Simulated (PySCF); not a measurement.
Low-lying terms of C²⁺ (carbon, charge +2)

Ground state [He] 2s2, ¹S. All numbers are calculated (PySCF 2.14, the spin-free X2C one-electron Hamiltonian (Gaussian nucleus), in x2c-TZVPall with one added diffuse shell each of s, p, d type (6s4p3d1f, 40 functions)). Vertical excitation energies in eV without spin-orbit coupling; excited terms of each kind are numbered among those the solver found. Frozen: nothing.

```csv
term,leading excitation,EOM-EE-CCSD
1 3P°,2s → p,6.487
1 1P°,2s → p,12.808
1 3S,2s → s,29.451
1 1S,2s → s,30.598
2 1P°,2s → p,32.056
2 3P°,2s → p,32.150
```

Only the lower part of the computed list is shown. Doubly excited terms such as np² are absent. The solver can miss terms. Rydberg members are limited by the diffuse functions of the basis.
